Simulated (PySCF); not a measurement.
Cl$_{2}$Se, charge +1, doublet, geometry from GFN2-xTB (a state made from the parent by changing its charge; the spin is typed, not shown lowest); HF/aug-cc-pVDZ (PySCF).

Input for PySCF:
```python
from pyscf import gto, scf

mol = gto.Mole()
mol.atom = '''
    Se    0.00125977    0.00114573    0.64595924
    Cl    1.04566240    1.26466714   -0.65024613
    Cl   -1.04818193   -1.26695861   -0.64167234
'''
mol.basis = 'aug-cc-pvdz'
mol.charge = 1
mol.spin = 1
mol.verbose = 5
mol.build()

mf = scf.UHF(mol)
mf.kernel()
mf.analyze()
```

What the program printed (banner, timings and long lists left out):

```
PySCF version 2.14.0

[INPUT] verbose = 5
[INPUT] max_memory = 4000
[INPUT] num. atoms = 3
[INPUT] num. electrons = 67
[INPUT] charge = 1
[INPUT] spin (= nelec alpha-beta = 2S) = 1
[INPUT] symmetry False subgroup None
[INPUT] Mole.unit = angstrom
[INPUT] Symbol           X                Y                Z      unit          X                Y                Z       unit  Magmom
[...]
[INPUT] ---------------- BASIS SET ----------------
[INPUT] l, kappa, [nprim/nctr], expnt,             c_1 c_2 ...
[INPUT] Se
[...]
                                89783             0.0015554 -0.000485 0.0001913 -5.59e-05
                                20435             0.0080872 -0.0025644 0.0010068 -0.0002938
                                5786.9            0.0330344 -0.0104761 0.0041514 -0.0012136
                                1887.3            0.1082924 -0.0367223 0.0144991 -0.004234
                                680.97            0.2703361 -0.0999225 0.0405658 -0.0119035
                                265.39            0.4206236 -0.2141973 0.0885364 -0.0260206
                                108.63            0.2815922 -0.1836593 0.0854212 -0.0256148
                                33.76             0.030811 0.4675454 -0.2932581 0.0919427
                                14.465            -0.0071617 0.641474 -0.5570727 0.18387
                                4.389             0.0026022 0.0792569 0.5261436 -0.2188461
                                1.8783            -0.0012583 -0.0142697 0.7320371 -0.4896524
                                0.35859           0.0003465 0.0033792 0.0388246 0.6775818
[...]
                                980.34            0.0118588 -0.004734 0.0011308
                                316.35            0.0595153 -0.0243504 0.0059581
                                119.25            0.1972201 -0.0841071 0.0201866
                                49.068            0.4007439 -0.1841384 0.0461939
                                21.212            0.399474 -0.1735004 0.039405
                                8.9462            0.1153364 0.2167263 -0.0592846
                                3.8236            0.0002219 0.5850099 -0.2014663
                                1.5883            0.0022838 0.3416816 -0.0687821
                                0.40969           -0.0004756 0.0199125 0.5595944
[...]
                                27.18             0.1375183
                                9.5068            0.3664824
                                3.4168            0.4874717
                                1.1479            0.2765769
[...]
[INPUT] Cl
[...]
                                19170             0.00187095 -0.000521836 0.000158298
                                4363              0.00970827 -0.00276513 0.000833639
                                1236              0.0393153 -0.0111537 0.0033988
                                403.6             0.125932 -0.0385919 0.0116738
                                145.7             0.299341 -0.0994848 0.0309622
                                56.81             0.421886 -0.201392 0.0629533
                                23.23             0.237201 -0.130313 0.0460257
                                6.644             0.0191531 0.509443 -0.219312
                                2.575             -0.00334792 0.610725 -0.408773
                                0.5371            0.000929883 0.0421549 0.638465
[...]
                                98.33             0.0398332 -0.0107796
                                31.04             0.164655 -0.0470075
                                11.19             0.387322 -0.11103
                                4.249             0.457072 -0.153275
                                1.624             0.151636 0.0894609
                                0.5322            0.00181615 0.579444
[...]
nuclear repulsion = 339.26634536893
number of shells = 25
number of NR pGTOs = 186
number of NR cGTOs = 90
basis = aug-cc-pvdz
ecp = {}

******** <class 'pyscf.scf.uhf.UHF'> ********
method = UHF
initial guess = minao
damping factor = 0
level_shift factor = 0
DIIS = <class 'pyscf.scf.diis.CDIIS'>
diis_start_cycle = 1
diis_space = 8
diis_damp = 0
SCF conv_tol = 1e-09
SCF conv_tol_grad = None
SCF max_cycles = 50
direct_scf = True
direct_scf_tol = 1e-13
number electrons alpha = 34  beta = 33
Set gradient conv threshold to 3.16228e-05
E1 = -5288.661374169686  E2 = 1631.0666516002289  Ecoul = 1771.5776903990193  Exc = -140.51103879879042
init E= -3318.32837720053
cond(S) = 2187.8871328352557

  alpha mo_energy =
[-4.60941804e+02 -1.04896301e+02 -1.04896299e+02 -6.07324980e+01
 -5.43373018e+01 -5.43372325e+01 -5.43370982e+01 -1.06315314e+01
 -1.06315092e+01 -8.97671511e+00 -8.09302498e+00 -8.09300405e+00
 -8.09077055e+00 -8.09076177e+00 -8.09075764e+00 -8.09075050e+00
 -6.70326213e+00 -6.70184908e+00 -6.69954079e+00 -2.68287772e+00
 -2.68113114e+00 -2.67921638e+00 -2.67867239e+00 -2.67835553e+00
 -1.31988836e+00 -1.18116872e+00 -8.64412780e-01 -6.07274925e-01
 -5.48347974e-01 -5.31049652e-01 -4.57226616e-01 -4.34296783e-01
 -4.11787556e-01 -2.21405414e-01 -5.12014156e-02 -2.98917460e-02
  8.52699970e-02  9.38211362e-02  9.81482256e-02  1.04274608e-01
  1.31869229e-01  1.46208086e-01  1.51217655e-01  1.51891650e-01
  1.54203864e-01  1.83860135e-01  2.53871841e-01  2.75868082e-01
  3.06573350e-01  3.12386714e-01  3.32652618e-01  3.87502336e-01
  4.23804223e-01  4.55535486e-01  4.76128573e-01  4.97645043e-01
  5.06657467e-01  5.50658099e-01  5.86620898e-01  6.02646971e-01
  6.05199277e-01  6.35317485e-01  6.66433853e-01  7.53240327e-01
  8.09875780e-01  8.95276781e-01  8.99641280e-01  9.15439724e-01
  9.41398089e-01  9.51046536e-01  9.63690405e-01  1.03340736e+00
  1.03789314e+00  1.03985678e+00  1.07106098e+00  1.08028199e+00
  1.09340466e+00  1.13651050e+00  1.33229964e+00  1.36284761e+00
  1.37912264e+00  1.39297337e+00  1.42669754e+00  1.43507163e+00
[...]
converged SCF energy = -3318.49701087096  <S^2> = 0.76540507  2S+1 = 2.0153462
Total Energy =                       -3318.497010870964004
[...]
1 Cl 4dx2-y2     0.03702  -0.03750  -0.09256   0.02925  -0.00269
2 Cl 1s         -0.00004  -0.00004  -0.00006  -0.00020   0.00018
2 Cl 2s         -0.00005   0.00056   0.00016   0.00205  -0.00203
2 Cl 3s          0.00300  -0.01057   0.00675  -0.01009   0.01105
2 Cl 4s         -0.02021   0.08508   0.00179   0.39739  -0.40736
2 Cl 5s         -0.10414  -0.08231  -0.16146  -0.35428   0.34918
2 Cl 2px        -0.00009   0.00008  -0.00012   0.00020  -0.00015
2 Cl 2py        -0.00011   0.00010  -0.00015   0.00024  -0.00018
2 Cl 2pz        -0.00017   0.00018  -0.00010   0.00020  -0.00021
2 Cl 3px         0.00403  -0.00651   0.00763  -0.00492   0.00638
2 Cl 3py         0.00487  -0.00787   0.00921  -0.00594   0.00770
2 Cl 3pz         0.00400  -0.01035   0.01065  -0.00589   0.00759
2 Cl 4px        -0.02529  -0.01806  -0.10277   0.12703  -0.11761
2 Cl 4py        -0.03051  -0.02191  -0.12426   0.15351  -0.14213
2 Cl 4pz        -0.13068   0.11660   0.00628   0.12893  -0.11533
2 Cl 5px        -0.00113  -0.00154   0.03053  -0.12863   0.10376
2 Cl 5py        -0.00139  -0.00184   0.03692  -0.15545   0.12539
2 Cl 5pz         0.03356  -0.03674  -0.01622  -0.12216   0.11804
2 Cl 3dxy        0.12783   0.04150   0.24031   0.05277  -0.12214
2 Cl 3dyz        0.15142  -0.20513   0.13293   0.11336  -0.05945
2 Cl 3dz^2       0.19121  -0.06659  -0.03630   0.04901   0.01537
2 Cl 3dxz        0.12546  -0.16970   0.11003   0.09382  -0.04922
2 Cl 3dx2-y2    -0.02434  -0.00803  -0.04583  -0.01002   0.02330
2 Cl 4dxy       -0.19498  -0.19461  -0.48518   0.15332   0.01358
2 Cl 4dyz       -0.27792   0.40627  -0.12997   0.04618  -0.11731
2 Cl 4dz^2      -0.40113   0.21010   0.16057  -0.08388  -0.00312
2 Cl 4dxz       -0.23030   0.33609  -0.10760   0.03820  -0.09702
2 Cl 4dx2-y2     0.03710   0.03737   0.09261  -0.02926  -0.00265

To work with the spin densities directly, `use mulliken_meta_spin()` only printing them here.

 ** Mulliken spin pop alpha/beta on meta-lowdin orthogonal AOs **
 ** Mulliken Spin Density (per AO)  **
spin_pop of  0 Se 1s        0.00000
spin_pop of  0 Se 2s        0.00000
spin_pop of  0 Se 3s        0.00000
spin_pop of  0 Se 4s        0.02722
spin_pop of  0 Se 5s       -0.00009
spin_pop of  0 Se 6s        0.00010
spin_pop of  0 Se 2px       0.00000
spin_pop of  0 Se 2py       0.00000
spin_pop of  0 Se 2pz       0.00000
spin_pop of  0 Se 3px       0.00001
spin_pop of  0 Se 3py       0.00001
spin_pop of  0 Se 3pz      -0.00000
spin_pop of  0 Se 4px       0.49003
spin_pop of  0 Se 4py       0.34437
spin_pop of  0 Se 4pz      -0.00567
spin_pop of  0 Se 5px       0.00570
spin_pop of  0 Se 5py       0.00410
spin_pop of  0 Se 5pz       0.00084
spin_pop of  0 Se 6px      -0.00014
spin_pop of  0 Se 6py      -0.00011
spin_pop of  0 Se 6pz       0.00002
spin_pop of  0 Se 3dxy      0.00004
spin_pop of  0 Se 3dyz      0.00002
spin_pop of  0 Se 3dz^2     0.00002
spin_pop of  0 Se 3dxz      0.00003
spin_pop of  0 Se 3dx2-y2    0.00004
spin_pop of  0 Se 4dxy      0.00300
spin_pop of  0 Se 4dyz     -0.00018
spin_pop of  0 Se 4dz^2     0.00091
spin_pop of  0 Se 4dxz     -0.00067
spin_pop of  0 Se 4dx2-y2   -0.00234
spin_pop of  0 Se 5dxy     -0.00013
spin_pop of  0 Se 5dyz     -0.00003
spin_pop of  0 Se 5dz^2     0.00008
spin_pop of  0 Se 5dxz     -0.00001
spin_pop of  0 Se 5dx2-y2    0.00019
spin_pop of  1 Cl 1s       -0.00000
spin_pop of  1 Cl 2s       -0.00000
spin_pop of  1 Cl 3s        0.00290
spin_pop of  1 Cl 4s        0.00025
spin_pop of  1 Cl 5s        0.00006
spin_pop of  1 Cl 2px       0.00000
spin_pop of  1 Cl 2py      -0.00000
spin_pop of  1 Cl 2pz      -0.00000
spin_pop of  1 Cl 3px       0.04820
spin_pop of  1 Cl 3py       0.02591
spin_pop of  1 Cl 3pz      -0.00977
spin_pop of  1 Cl 4px       0.00143
spin_pop of  1 Cl 4py       0.00101
spin_pop of  1 Cl 4pz       0.00010
spin_pop of  1 Cl 5px      -0.00007
spin_pop of  1 Cl 5py      -0.00004
spin_pop of  1 Cl 5pz      -0.00002
spin_pop of  1 Cl 3dxy      0.00035
spin_pop of  1 Cl 3dyz     -0.00065
spin_pop of  1 Cl 3dz^2    -0.00016
spin_pop of  1 Cl 3dxz     -0.00088
spin_pop of  1 Cl 3dx2-y2   -0.00208
spin_pop of  1 Cl 4dxy      0.00003
spin_pop of  1 Cl 4dyz     -0.00006
spin_pop of  1 Cl 4dz^2     0.00004
spin_pop of  1 Cl 4dxz     -0.00009
spin_pop of  1 Cl 4dx2-y2   -0.00016
spin_pop of  2 Cl 1s       -0.00000
spin_pop of  2 Cl 2s       -0.00000
spin_pop of  2 Cl 3s        0.00290
spin_pop of  2 Cl 4s        0.00025
spin_pop of  2 Cl 5s        0.00006
spin_pop of  2 Cl 2px       0.00000
spin_pop of  2 Cl 2py      -0.00000
spin_pop of  2 Cl 2pz      -0.00000
spin_pop of  2 Cl 3px       0.04812
spin_pop of  2 Cl 3py       0.02583
spin_pop of  2 Cl 3pz      -0.00962
spin_pop of  2 Cl 4px       0.00143
spin_pop of  2 Cl 4py       0.00101
spin_pop of  2 Cl 4pz       0.00010
spin_pop of  2 Cl 5px      -0.00007
spin_pop of  2 Cl 5py      -0.00004
spin_pop of  2 Cl 5pz      -0.00002
spin_pop of  2 Cl 3dxy      0.00036
spin_pop of  2 Cl 3dyz     -0.00064
spin_pop of  2 Cl 3dz^2    -0.00016
spin_pop of  2 Cl 3dxz     -0.00086
spin_pop of  2 Cl 3dx2-y2   -0.00210
spin_pop of  2 Cl 4dxy      0.00003
spin_pop of  2 Cl 4dyz     -0.00006
spin_pop of  2 Cl 4dz^2     0.00004
spin_pop of  2 Cl 4dxz     -0.00009
spin_pop of  2 Cl 4dx2-y2   -0.00016
 ** Mulliken Spin Density (per atom)  **
spin density of  0 Se =      0.86738
spin density of  1 Cl =      0.06631
spin density of  2 Cl =      0.06631
 ** Mulliken pop alpha/beta on meta-lowdin orthogonal AOs **
 ** Mulliken pop       alpha | beta **
In total            34.00000 | 33.00000
 ** Mulliken atomic charges   ( Nelec_alpha | Nelec_beta ) **
charge of  0Se =      1.02594  (    16.92072     16.05334 )
charge of  1Cl =     -0.01297  (     8.53964      8.47333 )
charge of  2Cl =     -0.01297  (     8.53964      8.47333 )

WARN: System has nonzero charge 1; the dipole moment is origin-dependent.
Location of origin: [0. 0. 0.]

Dipole moment(X, Y, Z, Debye):  0.00225,  0.00205,  1.15623
```
